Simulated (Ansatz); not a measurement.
Born–Oppenheimer molecular dynamics of C4H15NOSi2 (23 atoms, charge 0, multiplicity 1). It starts from a relaxed structure.

Computed with RKS PBE0/STO-3G (Ansatz 0.2.0).

| Item | Value |
| --- | --- |
| ensemble | NVT, Nosé–Hoover chain |
| time step | 1 fs |
| steps asked | 76 |
| set temperature | 700 K |
| thermostat | time constant 100 fs, chain length 1 |
| seed | 609715 |

First frame:

```xyz
23
Properties=species:S:1:pos:R:3
Si -0.043 -0.093 -0.149
O 0.248 -0.285 1.504
Si -1.063 -0.344 2.570
H -2.007 -1.393 2.237
H -0.520 -0.605 3.883
H -1.799 0.905 2.607
N 1.524 0.028 -0.952
C 2.373 -1.190 -0.913
H 1.782 -2.066 -1.221
H 3.211 -1.080 -1.621
H 2.809 -1.404 0.084
C 2.338 1.223 -0.615
H 3.177 1.313 -1.325
H 1.721 2.131 -0.702
H 2.771 1.200 0.406
C -1.001 1.477 -0.510
H -2.066 1.353 -0.289
H -0.638 2.325 0.077
H -0.912 1.740 -1.568
C -0.946 -1.572 -0.861
H -2.015 -1.532 -0.633
H -0.841 -1.593 -1.950
H -0.559 -2.517 -0.469
```

What does the run give?

All steps were run.

- steps done: 76
- time covered: 76 fs
- mean temperature over the second half: 369 K
- spread of the potential energy over the second half: 5.9 meV per atom
- mean potential energy of the second half above the start: 47.1 meV per atom

The conserved energy stayed within 2.1 meV per atom of its start (net change 1.3 meV per atom), so there is no drift, though single steps change it by up to 24 meV in the whole system, a sign of fast motions only just resolved. The mean temperature of the second half is 47 % below the set value. A run of 0.076 ps of so small a system gives no equilibrium averages. Limits of this set-up: minimal basis.

What happens to the structure?

The same pairs are bonded in the first frame and the last. Pairs count as bonded within 1.25 times the sum of covalent radii (0.12 Å more for H–H). This is one draw of velocities; another would differ in detail.

How do temperature and energy run in time?


| time (fs) | T (K) | potential energy less start (eV) | conserved less start (meV/atom) |
| --- | --- | --- | --- |
| 0 | 700 | 0.000 | 0.00 |
| 2 | 491 | 0.606 | 1.73 |
| 4 | 359 | 0.952 | 1.08 |
| 6 | 227 | 1.318 | 1.44 |
| 8 | 228 | 1.324 | 1.74 |
| 10 | 398 | 0.837 | 0.65 |
| 12 | 413 | 0.821 | 1.58 |
| 14 | 475 | 0.637 | 0.77 |
| 16 | 392 | 0.887 | 1.67 |
| 18 | 448 | 0.721 | 0.99 |
| 20 | 411 | 0.828 | 1.04 |
| 22 | 312 | 1.111 | 1.53 |
| 24 | 321 | 1.075 | 0.96 |
| 26 | 262 | 1.263 | 1.92 |
| 28 | 421 | 0.808 | 0.73 |
| 30 | 434 | 0.791 | 1.33 |
| 32 | 403 | 0.875 | 0.97 |
| 34 | 298 | 1.173 | 1.29 |
| 36 | 239 | 1.351 | 1.89 |
| 38 | 382 | 0.938 | 0.52 |
| 40 | 340 | 1.087 | 1.74 |
| 42 | 397 | 0.920 | 0.91 |
| 44 | 357 | 1.047 | 1.35 |
| 46 | 353 | 1.073 | 1.56 |
| 48 | 420 | 0.882 | 0.85 |
| 50 | 368 | 1.047 | 1.47 |
| 52 | 355 | 1.084 | 1.09 |
| 54 | 293 | 1.274 | 1.65 |
| 56 | 369 | 1.066 | 1.18 |
| 58 | 418 | 0.945 | 1.20 |
| 60 | 402 | 1.002 | 1.26 |
| 62 | 361 | 1.124 | 1.22 |
| 64 | 280 | 1.367 | 1.81 |
| 66 | 357 | 1.154 | 1.19 |
| 68 | 423 | 0.995 | 1.45 |
| 70 | 455 | 0.915 | 1.05 |
| 72 | 377 | 1.150 | 1.42 |
| 74 | 313 | 1.342 | 1.68 |
| 76 | 348 | 1.252 | 1.30 |

Time of the run: 12 min on 1 thread of Intel(R) Xeon(R) Platinum 8259CL CPU @ 2.50GHz (Skylake/Cascade Lake), with other jobs on the host, peak memory 0.21 GiB.
